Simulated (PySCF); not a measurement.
Compound: C6H7FGe.
SMILES: `C=[CH][Ge@H]1[CH]=CC=[C]1F`

Vertical excitations from PySCF (density fitting, frozen core in the response, grid level 2 and gas phase unless stated; continuum runs use non-equilibrium linear response for the excitations) on a GFN2-xTB geometry. Reference run:

```tsv
settings	S1, eV (f)	S2, eV (f)	S3, eV (f)	S4, eV (f)	S5, eV (f)	S6, eV (f)	T1, eV (Tamm–Dancoff)	mean α (au)
PBE0/def2-SVPD, full TDDFT, 6 singlets	4.23 (0.045)	5.00 (0.006)	5.18 (0.003)	5.95 (0.011)	6.16 (0.031)	6.25 (0.018)	2.56	96.0
```

What do these settings give: (1) OLYP/def2-SVPD, fitting basis def2-universal-jkfit, full TDDFT, 3 singlets; (2) mPW1PW91/6-311G**, energy threshold 1e-11 Eh, damping 0.3 at the start, DIIS from the seventh cycle, full TDDFT, 6 singlets?

| settings | S1, eV (f) | S2, eV (f) | S3, eV (f) | S4, eV (f) | S5, eV (f) | S6, eV (f) | T1, eV (Tamm–Dancoff) | mean α (au) |
| --- | --- | --- | --- | --- | --- | --- | --- | --- |
| OLYP/def2-SVPD, fitting basis def2-universal-jkfit, full TDDFT, 3 singlets | 3.91 (0.018) | 4.14 (0.028) | 4.62 (0.004) | – | – | – | 2.64 | 98.1 |
| mPW1PW91/6-311G**, energy threshold 1e-11 Eh, damping 0.3 at the start, DIIS from the seventh cycle, full TDDFT, 6 singlets | 4.25 (0.048) | 5.03 (0.006) | 5.22 (0.003) | 6.00 (0.012) | 6.27 (0.047) | 6.46 (0.004) | – | 87.1 |

(1) S1 moves by -0.32 eV (OLYP has no exact exchange, PBE0 25 % exact exchange). (2) S1 moves by +0.02 eV; functional and basis change together, so the shift can't be laid on one. States are counted by energy in each run and needn't keep their character from row to row.

All basis functions are spherical, in the Pople sets too.

Which orbital pairs make up S1 in each run, and how does it sit against the orbital gap?

| settings | S1 configurations (weight) | S1 (eV) | orbital gap (eV) | S1 − gap (eV) |
| --- | --- | --- | --- | --- |
| PBE0/def2-SVPD, full TDDFT, 6 singlets | H→L 0.97 | 4.23 | 5.11 | -0.88 |
| OLYP/def2-SVPD, fitting basis def2-universal-jkfit, full TDDFT, 3 singlets | H→L 0.53, H→L+1 0.45 | 3.91 | 3.23 | +0.68 |
| mPW1PW91/6-311G**, energy threshold 1e-11 Eh, damping 0.3 at the start, DIIS from the seventh cycle, full TDDFT, 6 singlets | H→L 0.97 | 4.25 | 5.14 | -0.89 |

 Relativistic effects, spin–orbit coupling among them, are left out although an element past zinc is present.

Conformer computed: `[CH2:1]=[CH:2][Ge@H:3]1[CH:4]=[CH:5][CH:6]=[C:7]1[F:8]`: C1–C2–Ge3–C4 -89°.

One conformer stands for the species.
